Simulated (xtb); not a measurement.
Job for xtb: GFN2-xTB on CH4O2Sn (SMILES C[O][Sn][OH]), a point of a torsion scan.

```
$ xtb mol.xyz --gfn 2 --opt vtight --chrg 0 --uhf 0 --input xcontrol
8

C     -1.13164927     0.17748427    -0.26097775
O     -0.51439929     1.05036628     0.63214015
Sn     0.99778498     0.08440857     1.47142989
O      1.01362279    -1.74562488     0.68954223
H     -2.18357125     0.49580256    -0.38344623
H     -1.15370944    -0.86971715     0.13008069
H     -0.63283019     0.18096179    -1.26343598
H      1.55152854    -1.66652919    -0.13378989
$constrain
  force constant=1.0
  dihedral: 1,2,3,4,0.0
$end
```

Program output:

```
[...]
           -------------------------------------------------
          |                Calculation Setup                |
           -------------------------------------------------



molecular fragmentation (1/2 indicates fragments):
11121122
# atoms in fragment 1/2:     5     3
 fragment masses (1/2) :      148.74       18.02
CMA distance (Bohr)    :   3.736
constraining FC (au)   :  1.0000

           -------------------------------------------------
          |                 G F N 2 - x T B                 |
           -------------------------------------------------

        Reference                      10.1021/acs.jctc.8b01176
      * Hamiltonian:
        H0-scaling (s, p, d)           1.850000    2.230000    2.230000
        zeta-weighting                 0.500000
      * Dispersion:
        s8                             2.700000
        a1                             0.520000
        a2                             5.000000
        s9                             5.000000
      * Repulsion:
        kExp                           1.500000    1.000000
        rExp                           1.000000
      * Coulomb:
        alpha                          2.000000
        third order                    shell-resolved
        anisotropic                    true
        a3                             3.000000
        a5                             4.000000
        cn-shift                       1.200000
        cn-exp                         4.000000
        max-rad                        5.000000


          ...................................................
          :                      SETUP                      :
          :.................................................:
          :  # basis functions                  26          :
          :  # atomic orbitals                  25          :
          :  # shells                           13          :
          :  # electrons                        24          :
          :  max. iterations                   250          :
          :  Hamiltonian                  GFN2-xTB          :
          :  restarted?                      false          :
          :  GBSA solvation                  false          :
          :  PC potential                    false          :
          :  electronic temp.          300.0000000     K    :
          :  accuracy                    1.0000000          :
          :  -> integral cutoff          0.2500000E+02      :
          :  -> integral neglect         0.1000000E-07      :
          :  -> SCF convergence          0.1000000E-05 Eh   :
          :  -> wf. convergence          0.1000000E-03 e    :
          :  Broyden damping             0.4000000          :
          :  net charge                          0          :
          :  unpaired electrons                  0          :
          ...................................................

 iter      E             dE          RMSdq      gap      omega  full diag
   1    -13.5004748 -0.135005E+02  0.184E+01    1.55       0.0  T
   2    -13.9613672 -0.460892E+00  0.163E+01    7.59       1.0  T
   3    -14.3913163 -0.429949E+00  0.731E+00    5.35       1.0  T
   4    -14.4787938 -0.874775E-01  0.885E+00    3.30       1.0  T
   5    -14.2779257  0.200868E+00  0.110E+01    6.45       1.0  T
   6    -14.4657005 -0.187775E+00  0.330E+00    4.79       1.0  T
   7    -14.4961609 -0.304604E-01  0.146E+00    4.35       1.0  T
   8    -14.5074953 -0.113344E-01  0.362E-01    4.00       1.0  T
   9    -14.5070240  0.471274E-03  0.372E-01    3.85       1.0  T
  10    -14.5077159 -0.691910E-03  0.102E-01    3.92       1.0  T
  11    -14.5077460 -0.300259E-04  0.616E-03    3.95       5.7  T
  12    -14.5077460  0.566403E-08  0.461E-03    3.94       7.7  T
  13    -14.5077460 -0.584453E-07  0.297E-03    3.94      11.9  T
  14    -14.5077461 -0.393292E-07  0.662E-04    3.94      53.4  T
  15    -14.5077461 -0.206533E-08  0.141E-04    3.94     250.9  T

   *** convergence criteria satisfied after 15 iterations ***

         #    Occupation            Energy/Eh            Energy/eV
      -------------------------------------------------------------
         1        2.0000           -0.8544067             -23.2496
       ...           ...                  ...                  ...
         6        2.0000           -0.5102402             -13.8843
         7        2.0000           -0.5067850             -13.7903
         8        2.0000           -0.5059634             -13.7680
         9        2.0000           -0.4424600             -12.0399
        10        2.0000           -0.4384093             -11.9297
        11        2.0000           -0.4042097             -10.9991
        12        2.0000           -0.3906359             -10.6297 (HOMO)
        13                         -0.2457044              -6.6860 (LUMO)
        14                         -0.1702641              -4.6331
        15                         -0.1435689              -3.9067
        16    
[...]
    HL-Gap            0.1537305 Eh            4.1832 eV
             Fermi-level           -0.3168375 Eh           -8.6216 eV

 SCC (total)                   0 d,  0 h,  0 min,  0.002 sec
 SCC setup                      ...        0 min,  0.000 sec (  1.797%)
 Dispersion                     ...        0 min,  0.000 sec (  0.648%)
 classical contributions        ...        0 min,  0.000 sec (  0.272%)
 integral evaluation            ...        0 min,  0.000 sec ( 23.378%)
 iterations                     ...        0 min,  0.000 sec ( 21.048%)
 molecular gradient             ...        0 min,  0.001 sec ( 49.493%)
 printout                       ...        0 min,  0.000 sec (  3.114%)

         :::::::::::::::::::::::::::::::::::::::::::::::::::::
         ::                     SUMMARY                     ::
         :::::::::::::::::::::::::::::::::::::::::::::::::::::
         :: total energy             -14.472652428445 Eh    ::
         :: gradient norm              0.000044876774 Eh/a0 ::
         :: HOMO-LUMO gap              4.183220991264 eV    ::
         ::.................................................::
         :: SCC energy               -14.548899052377 Eh    ::
         :: -> isotropic ES            0.044551662441 Eh    ::
         :: -> anisotropic ES          0.006989303755 Eh    ::
         :: -> anisotropic XC          0.000152267113 Eh    ::
         :: -> dispersion             -0.003987461345 Eh    ::
         :: repulsion energy           0.076246622409 Eh    ::
         :: add. restraining           0.000000001524 Eh    ::
         :: total charge              -0.000000000000 e     ::
         :::::::::::::::::::::::::::::::::::::::::::::::::::::

           -------------------------------------------------
          |                Property Printout                |
           -------------------------------------------------

    * Orbital Energies and Occupations

         #    Occupation            Energy/Eh            Energy/eV
      -------------------------------------------------------------
         1        2.0000           -0.8509520             -23.1556
         2        2.0000           -0.6511468             -17.7186
         3        2.0000           -0.6410683             -17.4444
         4        2.0000           -0.5847246             -15.9112
         5        2.0000           -0.5254398             -14.2979
         6        2.0000           -0.5033329             -13.6964
         7        2.0000           -0.5024306             -13.6718
         8        2.0000           -0.4881199             -13.2824
         9        2.0000           -0.4362861             -11.8719
        10        2.0000           -0.4293824             -11.6841
        11        2.0000           -0.3964596             -10.7882
        12        2.0000           -0.3937028             -10.7132 (HOMO)
        13                         -0.2399723              -6.5300 (LUMO)
        14                         -0.1776460              -4.8340
        15                         -0.1687561              -4.5921
        16                         -0.1266832              -3.4472
        17                         -0.1092110              -2.9718
        18                         -0.0673540              -1.8328
        19                         -0.0223391              -0.6079
        20                          0.0983037               2.6750
        21                          0.1693283               4.6077
        22                          0.2001288               5.4458
        23                          0.2226240               6.0579
       ...                                ...                  ...
        25                          0.4220533              11.4847
      -------------------------------------------------------------
                  HL-Gap            0.1537305 Eh            4.1832 eV
             Fermi-level           -0.3168375 Eh           -8.6216 eV

     #   Z          covCN         q      C6AA      α(0)
     1   6 C        3.630     0.053    20.082     6.453
     2   8 O        1.614    -0.445    21.758     6.296
     3  50 Sn       1.533     0.529   440.639    45.247
     4   8 O        1.568    -0.538    23.780     6.580
     5   1 H        0.924     0.035     2.511     2.478
     6   1 H        0.924     0.025     2.658     2.550
     7   1 H        0.924     0.035     2.518     2.481
     8   1 H        0.807     0.305     0.706     1.320

 Mol. C6AA /au·bohr⁶  :       1598.176941
 Mol. C8AA /au·bohr⁸  :     100836.602946
 Mol. α(0) /au        :         73.405291


Wiberg/Mayer (AO) data.
largest (>0.10) Wiberg bond orders for each atom

 ---------------------------------------------------------------------------
     #   Z sym  total        # sym  WBO       # sym  WBO       # sym  WBO
 ---------------------------------------------------------------------------
     1   6 C    3.961 --     2 O    0.994     7 H    0.978     5 H    0.978
                             6 H    0.978
     2   8 O    2.193 --     3 Sn   1.130     1 C    0.994
     3  50 Sn   2.462 --     4 O    1.239     2 O    1.130
     4   8 O    2.152 --     3 Sn   1.239     8 H    0.872
     5   1 H    0.999 --     1 C    0.978
     6   1 H    0.999 --     1 C    0.978
     7   1 H    0.999 --     1 C    0.978
     8   1 H    0.907 --     4 O    0.872
 ---------------------------------------------------------------------------

Topologies differ in total number of bonds
Writing topology from bond orders to xtbtopo.mol

molecular dipole:
                 x           y           z       tot (Debye)
 q only:        0.139       0.134       0.207
   full:        0.290       0.462       0.566       1.997
molecular quadrupole (traceless):
                xx          xy          yy          xz          yz          zz
 q only:       -1.895       4.572      -2.019       2.784       3.280       3.913
  q+dip:       -3.133       6.309      -2.876       4.288       5.506       6.009
   full:       -2.991       8.441      -4.463       4.398       4.749       7.454

           -------------------------------------------------
          |                Geometry Summary                 |
           -------------------------------------------------

      molecular mass/u    :      166.7514213
   center of mass at/Å    :        0.8840134       0.0513099       1.2907088
  moments of inertia/u·Å² :        0.7008812E+02   0.1992133E+03   0.2661217E+03
rotational constants/cm⁻¹ :        0.2405205E+00   0.8462101E-01   0.6334556E-01

 * 5 selected distances

     #   Z          #   Z                                           value/Å
     1   6 C        2   8 O                                       1.4016832 (max)
     1   6 C        5   1 H                                       1.0931950
     1   6 C        6   1 H                                       1.0943615
     1   6 C        7   1 H                                       1.0930981
     4   8 O        8   1 H                                       0.9556160 (min)

 * 3 distinct bonds (by element types)

   Z      Z             #   av. dist./Å        max./Å        min./Å
   1 H    6 C           3     1.0935515     1.0943615     1.0930981
   1 H    8 O           1     0.9556160     0.9556160     0.9556160
   6 C    8 O           1     1.4016832     1.4016832     1.4016832


optimized geometry written to: xtbopt.xyz


           -------------------------------------------------
          | TOTAL ENERGY              -14.472652428445 Eh   |
          | GRADIENT NORM               0.000044876774 Eh/α |
          | HOMO-LUMO GAP               4.183220991264 eV   |
           -------------------------------------------------

------------------------------------------------------------------------
------------------------------------------------------------------------
Note: The following floating-point exceptions are signalling: IEEE_UNDERFLOW_FLAG IEEE_DENORMAL
normal termination of xtb
 total:
 SCF:
 ANC optimizer:
```

The run finished.

Warnings raised: the energy holds the restraint's term.

Cost: roughly 0.19 core-seconds.
